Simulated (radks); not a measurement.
Values are calculated unless marked as measured or tabulated.
Er45+, configuration [Ar] 3d5.

Code: a radial shooting solver on a logarithmic mesh with Libxc functionals. Model: scalar-relativistic Kohn-Sham, r2SCAN, spin-polarised, spherical densities, finite nucleus; open shells are filled with parallel spins first (spin-orbit coupling, left out, can overturn this in heavy ions); meta-GGA in the generalised Kohn-Sham scheme; Fermi nuclear charge, rms radius 5.2516 fm.

Energy parts (Ry):
total: -22891.3534
kinetic: 25057.0843
electron-nucleus: -51282.3861
Hartree: 3708.0889
exchange-correlation: -374.1405

Orbitals (lengths in bohr, moments of r in powers of bohr; r(max) is where P^2 peaks; r(90%) holds 90 % of the orbital's charge):
orbital  occ.  eigenvalue (Ry)  r(90%)   r(max)      <r>       <r^4>
1s up       1        -4412.003  0.0369  0.01286  0.02037   8.651e-07
1s down     1        -4411.999  0.0369  0.01286  0.02037   8.648e-07
2s up       1        -897.3091   0.133  0.07306  0.08604   0.0001310
2s down     1        -895.0172   0.133  0.07298  0.08589   0.0001301
2p up       3        -815.6671   0.124  0.05943  0.07630  0.00009905
2p down     3        -813.9057   0.124  0.05934  0.07613  0.00009816
3s up       1        -326.6291   0.313   0.2013   0.2147    0.004070
3s down     1        -324.3402   0.314   0.2016   0.2155    0.004126
3p up       3        -301.6912   0.314   0.1967   0.2115    0.004079
3p down     3        -299.2778   0.315   0.1972   0.2125    0.004146
3d up       5        -273.9991   0.289   0.1582   0.1887    0.002858
3d down     0        -270.8373   0.291   0.1588   0.1897    0.002931

The highest occupied level is 3d up at -3727.9 eV. The density falls to 0.001 e/bohr^3 at r = 0.68 bohr. Spin moment in Bohr magnetons: 5. The electron density at the nucleus is 9.168e+05 e/bohr^3 (large components only). The spin density at the nucleus is -46.2 e/bohr^3 (1s -3.7, 2s -218.8, 3s 176.4).
